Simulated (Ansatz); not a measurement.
Reaction (formal exchange of groups at the Si–H bond): `[SiH3][GeH2][Cl]` + `ClC(Cl)I` → `Cl[SiH2][GeH2][Cl]` + `ClCI`

Calculated with Ansatz (gas phase, PBE0-D4/def2-TZVP geometries, no zero-point term in ΔE). CBS: MP2 limit from def2 TZ/QZ plus the TZ coupled-cluster correction, frozen cores. Functionals use def2-TZVPP. Elements past krypton have def2 core potentials. For Ge, I outer-core shells are correlated without core-valence functions, which leaves a few kJ/mol of doubt a bond. Scalar relativity is left out up to krypton. One conformer a species, not always the lowest.

`[SiH3][GeH2][Cl]`:

Z-matrix (Å, degrees):
```
Si
Ge 1 2.380
H 1 1.484 2 108.9
H 1 1.487 2 109.5 3 119.9
H 1 1.484 2 108.9 3 -120.1
Cl 2 2.169 1 106.5 3 60.1
H 2 1.537 1 114.0 3 176.6
H 2 1.537 1 114.0 3 -56.5
```

`ClC(Cl)I`:

```xyz
5

Cl   -0.670    0.378   -1.586
C     0.082   -0.092   -0.074
Cl    1.522    0.853    0.253
I    -1.307   -0.006    1.560
H     0.374   -1.133   -0.153
```

`Cl[SiH2][GeH2][Cl]`:

Cartesian coordinates in Å:
```
Cl 1.554 -1.694 -1.235
Si 0.124 -1.201 0.154
Ge -0.404 1.110 -0.091
Cl 1.405 2.198 0.375
H -1.075 -2.042 -0.086
H 0.664 -1.461 1.509
H -0.792 1.495 -1.526
H -1.475 1.595 0.900
```

`ClCI`:

Z-matrix (Å, degrees):
```
C
Cl 1 1.754
I 1 2.135 2 113.9
H 1 1.085 2 109.1 3 -118.9
H 1 1.085 2 109.1 3 118.9
```

```json
{"species": "`[SiH3][GeH2][Cl]`", "r2SCANh energy (Eh)": "-2829.68181"}
{"species": "`ClC(Cl)I`", "r2SCANh energy (Eh)": "-1256.86006"}
{"species": "`Cl[SiH2][GeH2][Cl]`", "r2SCANh energy (Eh)": "-3289.32157"}
{"species": "`ClCI`", "r2SCANh energy (Eh)": "-797.28619"}
```

Problem. Work out ΔE.

Solution. ΔE = (-3289.32157) + (-797.28619) − (-2829.68181) − (-1256.86006) = -0.06589 Eh = -173.0 kJ/mol. CCSD(T)/CBS gives -169.9 kJ/mol.

Largest T1 diagnostic among the species: 0.011.

Leaving LDA and LC-ωPBE aside and taking each functional with its dispersion term where it has one, the values, not all of them listed here, spread over 21.0 kJ/mol, from BHLYP-D4 to revPBE-D4. LDA lies +6.8 kJ/mol from PBE without D4. From PBE to PBE0 (25 % exact exchange), in def2-TZVPP and without D4, ΔE moves by −9.4 kJ/mol.
